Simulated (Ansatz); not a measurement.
Born–Oppenheimer molecular dynamics of CH₁₁NOSi₂ (16 atoms, charge 0, multiplicity 1). It starts from a rough guess of a transition structure, not a stationary point.

Level of theory: UKS PBE-D4/STO-3G in Ansatz 0.2.0.

```json
{"ensemble": "NVE (velocity Verlet)", "time step": "0.5 fs", "steps asked": "150", "starting velocities drawn for": "600 K", "seed": "524238"}
```

Frames 0.5 fs apart, positions in Å, forces in eV/Å.

Velocities at 25.0 fs (Å/ps):

```
Si 2.53 -2.75 -7.76
C -5.52 0.97 -12.52
H -21.42 18.43 -26.59
H -4.05 -14.10 35.70
N 0.25 -2.81 1.59
H 3.64 33.82 -1.96
O 2.23 -8.39 23.85
Si -0.62 6.46 0.80
H 30.70 -19.00 -42.37
H 6.27 -6.40 -28.00
H 6.74 16.08 11.98
H -9.47 14.64 30.21
H -16.20 -9.76 -25.04
H -30.02 10.85 -25.13
H 15.62 5.83 33.58
H -8.11 6.73 -19.85
```

```xyz
16
Properties=species:S:1:pos:R:3:forces:R:3 time_fs=25.0 energy_less_start_eV=-0.483 T=872
Si -0.417 -0.013 -1.216 0.00 1.78 -3.34
C 0.094 -1.763 -0.972 2.32 -1.47 2.96
H -0.636 -0.174 -2.640 -0.42 0.17 -0.75
H -1.680 0.474 -0.814 -1.31 0.34 0.08
N 0.879 1.199 -1.343 0.74 0.36 0.65
H 0.302 -0.546 0.918 5.94 -5.89 1.61
O -0.310 0.112 0.885 -5.48 6.87 -0.07
Si -0.297 1.103 2.337 -0.03 -1.80 -0.84
H 0.708 -1.551 -0.005 -0.11 -2.00 -1.33
H 0.868 -2.201 -1.703 -1.55 0.69 0.79
H -0.691 -2.519 -0.657 0.78 0.76 -0.67
H 1.592 1.213 -2.171 -1.80 0.33 1.63
H 0.710 2.141 -0.856 0.71 -1.07 -1.04
H -0.529 0.063 3.349 -0.21 0.54 0.25
H 1.008 1.655 2.588 0.44 0.44 0.04
H -1.334 2.108 2.184 -0.02 -0.04 0.04
16
Properties=species:S:1:pos:R:3:forces:R:3 time_fs=25.5 energy_less_start_eV=-0.545 T=906
Si -0.416 -0.015 -1.220 -0.30 1.87 -3.41
C 0.092 -1.762 -0.978 2.73 -1.48 2.63
H -0.647 -0.164 -2.654 -0.38 0.17 -0.48
H -1.684 0.467 -0.796 -1.09 0.27 -0.03
N 0.879 1.198 -1.342 0.45 0.14 0.93
H 0.311 -0.536 0.919 6.37 -6.13 1.53
O -0.309 0.108 0.897 -5.84 7.02 -0.23
Si -0.297 1.106 2.337 0.14 -1.52 -0.85
H 0.723 -1.563 -0.028 -0.15 -1.81 -1.12
H 0.870 -2.204 -1.716 -1.77 0.74 0.88
H -0.687 -2.510 -0.652 0.61 0.58 -0.66
H 1.585 1.221 -2.154 -1.43 0.25 1.15
H 0.703 2.135 -0.870 0.62 -0.78 -0.82
H -0.544 0.069 3.337 -0.22 0.43 0.44
H 1.016 1.658 2.605 0.19 0.33 -0.01
H -1.338 2.112 2.174 0.06 -0.09 0.05
16
Properties=species:S:1:pos:R:3:forces:R:3 time_fs=26.0 energy_less_start_eV=-0.796 T=1039
Si -0.414 -0.016 -1.224 -0.64 1.96 -3.45
C 0.090 -1.762 -0.983 3.05 -1.41 2.24
H -0.659 -0.154 -2.669 -0.33 0.16 -0.19
H -1.690 0.461 -0.778 -0.81 0.19 -0.15
N 0.880 1.196 -1.341 0.03 -0.19 1.31
H 0.335 -0.541 0.924 5.27 -4.78 1.43
O -0.309 0.106 0.909 -4.70 5.56 -0.41
Si -0.298 1.109 2.338 0.34 -1.20 -0.77
H 0.738 -1.579 -0.053 -0.14 -1.60 -0.83
H 0.867 -2.204 -1.727 -1.89 0.74 0.88
H -0.681 -2.500 -0.649 0.38 0.35 -0.62
H 1.575 1.229 -2.134 -0.89 0.17 0.49
H 0.697 2.127 -0.885 0.50 -0.37 -0.54
H -0.560 0.076 3.325 -0.24 0.32 0.63
H 1.025 1.663 2.622 -0.06 0.23 -0.06
H -1.342 2.115 2.164 0.14 -0.14 0.06
16
Properties=species:S:1:pos:R:3:forces:R:3 time_fs=26.5 energy_less_start_eV=-1.084 T=1193
Si -0.413 -0.017 -1.229 -0.98 2.04 -3.44
C 0.089 -1.763 -0.988 3.24 -1.25 1.82
H -0.672 -0.144 -2.685 -0.28 0.15 0.09
H -1.698 0.456 -0.760 -0.49 0.09 -0.27
N 0.880 1.195 -1.340 -0.51 -0.61 1.79
H 0.372 -0.557 0.932 3.25 -2.62 1.34
O -0.310 0.104 0.921 -2.66 3.24 -0.67
Si -0.298 1.112 2.338 0.55 -0.84 -0.62
H 0.753 -1.599 -0.081 -0.08 -1.35 -0.48
H 0.859 -2.203 -1.736 -1.92 0.69 0.78
H -0.675 -2.489 -0.647 0.10 0.07 -0.54
H 1.563 1.238 -2.113 -0.20 0.09 -0.33
H 0.692 2.118 -0.902 0.34 0.13 -0.21
H -0.576 0.084 3.316 -0.26 0.23 0.80
H 1.033 1.667 2.639 -0.31 0.13 -0.11
H -1.345 2.118 2.155 0.21 -0.18 0.07
16
Properties=species:S:1:pos:R:3:forces:R:3 time_fs=27.0 energy_less_start_eV=-1.249 T=1283
Si -0.412 -0.018 -1.234 -1.30 2.08 -3.40
C 0.088 -1.763 -0.993 3.30 -1.03 1.41
H -0.686 -0.134 -2.701 -0.21 0.13 0.35
H -1.708 0.450 -0.744 -0.17 0.00 -0.40
N 0.880 1.194 -1.338 -1.09 -1.09 2.33
H 0.417 -0.580 0.943 1.12 -0.52 1.26
O -0.312 0.103 0.933 -0.54 0.96 -0.96
Si -0.298 1.114 2.338 0.75 -0.49 -0.42
H 0.767 -1.623 -0.109 0.04 -1.10 -0.08
H 0.847 -2.200 -1.743 -1.85 0.58 0.57
H -0.668 -2.477 -0.646 -0.21 -0.22 -0.45
H 1.550 1.247 -2.093 0.57 0.03 -1.23
H 0.689 2.109 -0.920 0.15 0.68 0.14
H -0.593 0.092 3.308 -0.28 0.14 0.96
H 1.041 1.673 2.655 -0.54 0.04 -0.17
H -1.348 2.120 2.145 0.27 -0.20 0.07
16
Properties=species:S:1:pos:R:3:forces:R:3 time_fs=27.5 energy_less_start_eV=-1.247 T=1284
Si -0.411 -0.018 -1.239 -1.60 2.10 -3.31
C 0.088 -1.764 -0.997 3.23 -0.75 1.06
H -0.700 -0.123 -2.716 -0.15 0.10 0.59
H -1.717 0.445 -0.728 0.14 -0.09 -0.51
N 0.880 1.192 -1.337 -1.62 -1.55 2.84
H 0.464 -0.603 0.957 -0.61 1.09 1.17
O -0.313 0.102 0.945 1.19 -0.83 -1.25
Si -0.298 1.117 2.338 0.91 -0.17 -0.18
H 0.781 -1.649 -0.138 0.18 -0.84 0.34
H 0.831 -2.196 -1.749 -1.68 0.41 0.27
H -0.661 -2.467 -0.646 -0.52 -0.50 -0.35
H 1.538 1.256 -2.076 1.30 -0.02 -2.08
H 0.685 2.102 -0.937 -0.06 1.20 0.46
H -0.611 0.101 3.303 -0.29 0.09 1.08
H 1.048 1.678 2.671 -0.73 -0.04 -0.21
H -1.351 2.122 2.136 0.32 -0.22 0.08
16
Properties=species:S:1:pos:R:3:forces:R:3 time_fs=28.0 energy_less_start_eV=-1.134 T=1225
Si -0.410 -0.019 -1.245 -1.87 2.09 -3.18
C 0.088 -1.765 -1.002 3.01 -0.43 0.83
H -0.715 -0.112 -2.729 -0.09 0.07 0.78
H -1.727 0.440 -0.713 0.42 -0.16 -0.61
N 0.880 1.190 -1.334 -1.95 -1.88 3.18
H 0.510 -0.625 0.974 -1.85 2.15 1.05
O -0.314 0.100 0.956 2.43 -2.08 -1.50
Si -0.298 1.120 2.338 1.02 0.10 0.08
H 0.796 -1.677 -0.166 0.34 -0.60 0.74
H 0.810 -2.191 -1.754 -1.43 0.20 -0.13
H -0.656 -2.457 -0.647 -0.80 -0.73 -0.25
H 1.530 1.265 -2.063 1.83 -0.07 -2.70
H 0.682 2.098 -0.953 -0.24 1.60 0.72
H -0.629 0.110 3.300 -0.29 0.07 1.16
H 1.053 1.683 2.687 -0.89 -0.11 -0.26
H -1.353 2.123 2.127 0.35 -0.22 0.08
16
Properties=species:S:1:pos:R:3:forces:R:3 time_fs=28.5 energy_less_start_eV=-0.997 T=1152
Si -0.410 -0.019 -1.250 -2.11 2.04 -3.02
C 0.090 -1.766 -1.005 2.67 -0.12 0.77
H -0.729 -0.100 -2.740 -0.02 0.03 0.94
H -1.735 0.434 -0.700 0.66 -0.21 -0.70
N 0.879 1.188 -1.331 -1.94 -1.99 3.24
H 0.551 -0.640 0.994 -2.67 2.78 0.93
O -0.315 0.099 0.967 3.26 -2.88 -1.70
Si -0.298 1.123 2.338 1.07 0.29 0.35
H 0.812 -1.706 -0.192 0.47 -0.38 1.07
H 0.786 -2.185 -1.759 -1.10 -0.06 -0.62
H -0.653 -2.449 -0.649 -1.01 -0.90 -0.17
H 1.526 1.273 -2.058 2.00 -0.13 -2.92
H 0.677 2.098 -0.967 -0.38 1.81 0.86
H -0.648 0.119 3.299 -0.28 0.08 1.19
H 1.056 1.688 2.701 -1.00 -0.16 -0.30
H -1.353 2.124 2.118 0.37 -0.20 0.08
16
Properties=species:S:1:pos:R:3:forces:R:3 time_fs=29.0 energy_less_start_eV=-0.903 T=1101
Si -0.409 -0.019 -1.256 -2.32 1.96 -2.84
C 0.091 -1.766 -1.009 2.24 0.15 0.91
H -0.744 -0.089 -2.750 0.03 -0.01 1.05
H -1.742 0.427 -0.688 0.86 -0.25 -0.77
N 0.878 1.185 -1.327 -1.57 -1.78 2.98
H 0.586 -0.650 1.015 -3.19 3.10 0.79
O -0.315 0.097 0.978 3.79 -3.37 -1.85
Si -0.298 1.126 2.339 1.07 0.41 0.63
H 0.829 -1.736 -0.216 0.55 -0.20 1.29
H 0.760 -2.179 -1.766 -0.73 -0.33 -1.15
H -0.652 -2.443 -0.651 -1.12 -0.96 -0.13
H 1.527 1.282 -2.059 1.77 -0.22 -2.69
H 0.672 2.102 -0.980 -0.46 1.76 0.88
H -0.668 0.128 3.302 -0.24 0.13 1.18
H 1.056 1.692 2.716 -1.07 -0.20 -0.34
H -1.353 2.124 2.109 0.37 -0.17 0.08
16
Properties=species:S:1:pos:R:3:forces:R:3 time_fs=29.5 energy_less_start_eV=-0.881 T=1089
Si -0.409 -0.019 -1.263 -2.49 1.85 -2.64
C 0.093 -1.768 -1.013 1.80 0.34 1.22
H -0.758 -0.078 -2.756 0.08 -0.06 1.11
H -1.746 0.420 -0.678 1.00 -0.27 -0.82
N 0.877 1.182 -1.323 -0.91 -1.28 2.46
H 0.613 -0.652 1.039 -3.49 3.22 0.64
O -0.315 0.094 0.989 4.12 -3.64 -1.94
Si -0.298 1.129 2.339 1.00 0.46 0.91
H 0.847 -1.767 -0.236 0.54 -0.05 1.36
H 0.731 -2.175 -1.775 -0.36 -0.60 -1.69
H -0.654 -2.440 -0.653 -1.11 -0.92 -0.12
H 1.532 1.290 -2.067 1.21 -0.35 -2.08
H 0.666 2.110 -0.990 -0.47 1.45 0.78
H -0.688 0.138 3.308 -0.20 0.21 1.11
H 1.054 1.696 2.729 -1.08 -0.22 -0.36
H -1.352 2.124 2.100 0.36 -0.13 0.07
16
Properties=species:S:1:pos:R:3:forces:R:3 time_fs=30.0 energy_less_start_eV=-0.928 T=1115
Si -0.409 -0.019 -1.269 -2.64 1.72 -2.42
C 0.096 -1.768 -1.016 1.41 0.39 1.63
H -0.773 -0.066 -2.760 0.13 -0.12 1.12
H -1.749 0.412 -0.671 1.10 -0.27 -0.85
N 0.876 1.179 -1.319 -0.12 -0.55 1.82
H 0.632 -0.646 1.064 -3.65 3.21 0.49
O -0.314 0.091 0.999 4.31 -3.77 -1.99
Si -0.298 1.131 2.339 0.87 0.44 1.18
H 0.866 -1.798 -0.254 0.43 0.07 1.29
H 0.702 -2.171 -1.789 -0.06 -0.81 -2.12
H -0.659 -2.439 -0.656 -1.00 -0.78 -0.15
H 1.540 1.297 -2.079 0.47 -0.49 -1.28
H 0.659 2.122 -0.998 -0.42 0.94 0.60
H -0.709 0.148 3.316 -0.13 0.31 1.01
H 1.049 1.700 2.741 -1.06 -0.22 -0.38
H -1.351 2.124 2.092 0.34 -0.08 0.05
16
Properties=species:S:1:pos:R:3:forces:R:3 time_fs=30.5 energy_less_start_eV=-1.032 T=1172
Si -0.409 -0.018 -1.276 -2.74 1.58 -2.20
C 0.099 -1.769 -1.019 1.16 0.28 2.00
H -0.787 -0.056 -2.762 0.16 -0.17 1.08
H -1.748 0.404 -0.665 1.15 -0.26 -0.85
N 0.874 1.176 -1.314 0.66 0.29 1.19
H 0.643 -0.633 1.091 -3.69 3.10 0.34
O -0.313 0.087 1.009 4.40 -3.77 -1.98
Si -0.297 1.134 2.340 0.68 0.36 1.43
H 0.887 -1.829 -0.268 0.23 0.17 1.10
H 0.673 -2.170 -1.807 0.11 -0.94 -2.37
H -0.666 -2.439 -0.659 -0.79 -0.56 -0.21
H 1.548 1.303 -2.095 -0.28 -0.63 -0.44
H 0.651 2.136 -1.005 -0.32 0.34 0.39
H -0.730 0.159 3.326 -0.05 0.43 0.87
H 1.042 1.702 2.753 -0.98 -0.20 -0.38
H -1.348 2.123 2.084 0.32 -0.02 0.04
```

Of the whole run (75 fs, mean temperature of the second half 1351 K): The conserved energy stayed within 0.92 meV per atom of its start (net change -0.38 meV per atom), so the integration is sound. The system heated up, since it started high on the potential surface and ran downhill. A run of 0.075 ps of so small a system gives no equilibrium averages. The orbitals stay closed-shell, which can raise the energy where a bond breaks towards radicals; this wasn't checked here. Limits of this set-up: minimal basis.

Run time: 13 min on 1 thread of Arm Neoverse V1, on a shared host, peak memory 0.13 GiB.
